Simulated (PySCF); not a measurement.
CdI$_{2}$, charge +1, doublet, geometry from GFN2-xTB (such geometries of metal compounds can be far from the true shape) (a state made from the parent by changing its charge; the spin is typed, not shown lowest) (core potentials on Cd, I); REVPBE/def2-SVPD run with PySCF.

PySCF was given this input:
```python
from pyscf import gto, scf, dft

mol = gto.Mole()
mol.atom = '''
    Cd   -0.021359    0.009860    0.015282
    I    -0.243056    2.074667   -1.701626
    I     0.262400   -2.083597    1.687786
'''
mol.basis = 'def2-svpd'
mol.ecp = {'Cd': 'def2-svpd', 'I': 'def2-svpd'}
mol.charge = 1
mol.spin = 1
mol.verbose = 4
mol.build()

mf = dft.UKS(mol)
mf.xc = 'revpbe'
mf.kernel()
```

The log (banner, timings and long lists left out):

```
PySCF version 2.14.0

[INPUT] verbose = 4
[INPUT] num. atoms = 3
[INPUT] num. electrons = 69
[INPUT] charge = 1
[INPUT] spin (= nelec alpha-beta = 2S) = 1
[INPUT] symmetry False subgroup None
[INPUT] Mole.unit = angstrom
[INPUT] Symbol           X                Y                Z      unit          X                Y                Z       unit  Magmom
[...]
nuclear repulsion = 257.770653730233
number of shells = 38
number of NR pGTOs = 200
number of NR cGTOs = 104
basis = def2-svpd
ecp = {'Cd': 'def2-svpd', 'I': 'def2-svpd'}

******** <class 'pyscf.dft.uks.UKS'> ********
method = UKS
initial guess = minao
damping factor = 0
level_shift factor = 0
DIIS = <class 'pyscf.scf.diis.CDIIS'>
diis_start_cycle = 1
diis_space = 8
diis_damp = 0
SCF conv_tol = 1e-09
SCF conv_tol_grad = None
SCF max_cycles = 50
direct_scf = True
direct_scf_tol = 1e-13
number electrons alpha = 35  beta = 34
XC library pyscf.dft.libxc version 7.1.2
    S. Lehtola, C. Steigemann, M. J. T. Oliveira, and M. A. L. Marques,  SoftwareX 7, 1–5 (2018)
XC functionals = revpbe
    Y. Zhang and W. Yang,  Phys. Rev. Lett. 80, 890 (1998)
    J. P. Perdew, K. Burke, and M. Ernzerhof,  Phys. Rev. Lett. 77, 3865 (1996)
    J. P. Perdew, K. Burke, and M. Ernzerhof,  Phys. Rev. Lett. 78, 1396 (1997)
radial grids:
    Treutler-Ahlrichs [JCP 102, 346 (1995); DOI:10.1063/1.469408] (M4) radial grids

becke partition: Becke, JCP 88, 2547 (1988); DOI:10.1063/1.454033
pruning grids: <function nwchem_prune>
grids dens level: 3
symmetrized grids: False
atomic radii adjust function: <function treutler_atomic_radii_adjust>
small_rho_cutoff = 0
Set gradient conv threshold to 3.16228e-05
tot grids = 66312
init E= -686.023651665412

cycle= 1 E= -760.007316627505  delta_E=  -74  |g|= 3.18  |ddm|= 9.63
cycle= 2 E= -759.70766674034  delta_E=  0.3  |g|= 2.85  |ddm|= 8.68

cycle= 3 E= -762.881270001675  delta_E= -3.17  |g|= 0.429  |ddm|= 3.98
cycle= 4 E= -762.774252194291  delta_E= 0.107  |g|= 0.507  |ddm|= 1.96
cycle= 5 E= -762.89014915567  delta_E= -0.116  |g|= 0.338  |ddm|= 1.42
cycle= 6 E= -762.938990450087  delta_E= -0.0488  |g|= 0.263  |ddm|= 1.26

cycle= 7 E= -762.994476376002  delta_E= -0.0555  |g|= 0.167  |ddm|= 1.05

cycle= 8 E= -763.006950749163  delta_E= -0.0125  |g|= 0.143  |ddm|= 0.825

cycle= 9 E= -763.035767373421  delta_E= -0.0288  |g|= 0.0491  |ddm|=  1.1

cycle= 10 E= -763.037843063985  delta_E= -0.00208  |g|= 0.0161  |ddm|= 1.13

[...]

cycle= 21 E= -763.037520496658  delta_E= 2.66e-05  |g|= 0.0242  |ddm|= 0.464

cycle= 22 E= -763.037329062846  delta_E= 0.000191  |g|= 0.0282  |ddm|= 1.13

cycle= 23 E= -763.037357906328  delta_E= -2.88e-05  |g|= 0.0276  |ddm|= 0.0126

cycle= 24 E= -763.037462117225  delta_E= -0.000104  |g|= 0.0255  |ddm|= 0.0424

cycle= 25 E= -763.037255982173  delta_E= 0.000206  |g|= 0.0291  |ddm|= 0.07

cycle= 26 E= -763.037180791697  delta_E= 7.52e-05  |g|= 0.0309  |ddm|= 1.14

cycle= 27 E= -763.037308691394  delta_E= -0.000128  |g|= 0.0285  |ddm|= 0.0125

cycle= 28 E= -763.037197987231  delta_E= 0.000111  |g|= 0.0306  |ddm|= 0.0202

cycle= 29 E= -763.037559002833  delta_E= -0.000361  |g|= 0.0234  |ddm|= 0.0195

cycle= 30 E= -763.037412669827  delta_E= 0.000146  |g|= 0.0265  |ddm|= 1.14

cycle= 31 E= -763.037476428629  delta_E= -6.38e-05  |g|= 0.0252  |ddm|= 0.00578

cycle= 32 E= -763.037484606978  delta_E= -8.18e-06  |g|= 0.025  |ddm|= 0.0265

cycle= 33 E= -763.037564970475  delta_E= -8.04e-05  |g|= 0.0232  |ddm|= 0.37

cycle= 34 E= -763.0373943543  delta_E= 0.000171  |g|= 0.0269  |ddm|= 0.339

cycle= 35 E= -763.037500171448  delta_E= -0.000106  |g|= 0.0247  |ddm|= 0.00643

cycle= 36 E= -763.037236080342  delta_E= 0.000264  |g|= 0.0299  |ddm|= 1.14

cycle= 37 E= -763.037183746748  delta_E= 5.23e-05  |g|= 0.0308  |ddm|= 0.00659

cycle= 38 E= -763.037029160959  delta_E= 0.000155  |g|= 0.0334  |ddm|= 0.00636

cycle= 39 E= -763.037201277568  delta_E= -0.000172  |g|= 0.0304  |ddm|= 1.14

cycle= 40 E= -763.03704310638  delta_E= 0.000158  |g|= 0.0332  |ddm|= 0.0145

cycle= 41 E= -763.036895975026  delta_E= 0.000147  |g|= 0.0355  |ddm|= 0.00698

cycle= 42 E= -763.037565491499  delta_E= -0.00067  |g|= 0.0232  |ddm|= 1.06

cycle= 43 E= -763.037268744331  delta_E= 0.000297  |g|= 0.0293  |ddm|= 0.367

cycle= 44 E= -763.037096638591  delta_E= 0.000172  |g|= 0.0323  |ddm|= 1.13
cycle= 45 E= -763.036782853466  delta_E= 0.000314  |g|= 0.0371  |ddm|= 1.12
cycle= 46 E= -763.036260822179  delta_E= 0.000522  |g|= 0.044  |ddm|= 0.0144

cycle= 47 E= -763.036863600093  delta_E= -0.000603  |g|= 0.0359  |ddm|= 0.0202
cycle= 48 E= -763.03571961682  delta_E= 0.00114  |g|= 0.0502  |ddm|= 1.14
cycle= 49 E= -763.036457314599  delta_E= -0.000738  |g|= 0.0416  |ddm|= 0.0241
cycle= 50 E= -763.036408927192  delta_E= 4.84e-05  |g|= 0.0422  |ddm|= 0.0111
SCF not converged.
SCF energy = -763.036408927192 after 50 cycles  <S^2> = 0.75186835  2S+1 = 2.0018675
```

The run did not converge; its last values are not results.
